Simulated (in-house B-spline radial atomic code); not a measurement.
Inner levels of holmium as electrons are removed. A shift is the extra binding of the orbital against the neutral atom ([Xe] 4f5/2(6) 4f7/2(5) 6s2). The density at the nucleus is averaged over the nuclear charge. Computed with a radial B-spline atomic code at the basis-set limit: Dirac-Hartree-Fock, jj configuration that fills j = l - 1/2 first, finite nuclei.

A number in brackets counts the electrons of a j subshell.

| ion | configuration | shift of 1s1/2 (eV) | shift of 4d5/2 (eV) | shift of 3d3/2 (eV) | radius of 1s1/2 (bohr) | radius of 4d5/2 (bohr) | radius of 3d3/2 (bohr) | Σ<r²> (bohr²) | change of density at nucleus (bohr⁻³) |
| --- | --- | --- | --- | --- | --- | --- | --- | --- | --- |
| Ho | [Xe] 4f5/2(6) 4f7/2(5) 6s2 | 0 | 0 | 0 | 0.020736 | 0.6035 | 0.20533 | 81.386 | - |
| Ho+ | [Xe] 4f5/2(6) 4f7/2(5) 6s1 | ? | ? | ? | ? | ? | ? | ? | ? |
| Ho2+ | [Xe] 4f5/2(6) 4f7/2(5) | 13.871 | 13.805 | 13.788 | 0.020736 | 0.60352 | 0.20533 | 37.115 | -43.128 |
| Ho3+ | [Xe] 4f5/2(6) 4f7/2(4) | 32.857 | 32.643 | 34.385 | 0.020736 | 0.60102 | 0.20539 | 33.499 | 2.132 |
| Ho4+ | [Xe] 4f5/2(6) 4f7/2(3) | 54.55 | 53.882 | 58.014 | 0.020736 | 0.59782 | 0.20545 | 30.643 | 58.117 |
| Ho5+ | [Kr] 4d10 4f5/2(6) 4f7/2(3) 5s2 5p1/2(2) 5p3/2(3) | ? | ? | ? | ? | ? | ? | ? | ? |
| Ho6+ | [Kr] 4d10 4f5/2(6) 4f7/2(3) 5s2 5p1/2(2) 5p3/2(2) | 91.311 | 88.843 | 93.455 | 0.020736 | 0.59667 | 0.20544 | 24.723 | 126.11 |
| Ho7+ | [Kr] 4d10 4f5/2(6) 4f7/2(3) 5s2 5p1/2(2) 5p3/2(1) | ? | ? | ? | ? | ? | ? | ? | ? |
| Ho8+ | [Kr] 4d10 4f5/2(6) 4f7/2(4) 5s2 5p1/2(1) | 126.02 | 120.83 | 123.4 | 0.020736 | 0.59848 | 0.20535 | 19.041 | 153.8 |
| Ho9+ | [Kr] 4d10 4f5/2(6) 4f7/2(3) 5s2 5p1/2(1) | 153.94 | 147.21 | 153.07 | 0.020736 | 0.59423 | 0.20539 | 17.632 | 225.73 |
| Ho10+ | [Kr] 4d10 4f5/2(6) 4f7/2(3) 5s2 | 177.12 | 168.43 | 174.81 | 0.020736 | 0.59327 | 0.20538 | 15.675 | 248.37 |
| Ho11+ | [Kr] 4d10 4f5/2(6) 4f7/2(2) 5s2 | 208.12 | 197.18 | 207.7 | 0.020736 | 0.58851 | 0.20542 | 14.579 | 329.38 |
| Ho12+ | [Kr] 4d10 4f5/2(6) 4f7/2(1) 5s2 | 240.96 | 227.28 | 242.6 | 0.020736 | 0.58348 | 0.20545 | 13.603 | 417.37 |
| Ho13+ | [Kr] 4d10 4f5/2(6) 5s2 | 275.57 | 258.66 | 279.45 | 0.020736 | 0.57827 | 0.20548 | 12.725 | 512.13 |

**Question.** Fill in the row of Ho+.

**Answer.** shift of 1s1/2 (eV): 6.274; shift of 4d5/2 (eV): 6.2547; shift of 3d3/2 (eV): 6.2479; radius of 1s1/2 (bohr): 0.020736; radius of 4d5/2 (bohr): 0.60351; radius of 3d3/2 (bohr): 0.20533; Σ<r²> (bohr²): 54.416; change of density at nucleus (bohr⁻³): -14.236.

**Question.** Fill in the row of Ho5+.

**Answer.** shift of 1s1/2 (eV): 72.465; shift of 4d5/2 (eV): 70.986; shift of 3d3/2 (eV): 75.316; radius of 1s1/2 (bohr): 0.020736; radius of 4d5/2 (bohr): 0.5973; radius of 3d3/2 (bohr): 0.20544; Σ<r²> (bohr²): 27.545; change of density at nucleus (bohr⁻³): 90.895.

**Question.** Fill in the row of Ho7+.

**Answer.** shift of 1s1/2 (eV): 111.05; shift of 4d5/2 (eV): 107.41; shift of 3d3/2 (eV): 112.39; radius of 1s1/2 (bohr): 0.020736; radius of 4d5/2 (bohr): 0.59592; radius of 3d3/2 (bohr): 0.20542; Σ<r²> (bohr²): 22.13; change of density at nucleus (bohr⁻³): 163.7.
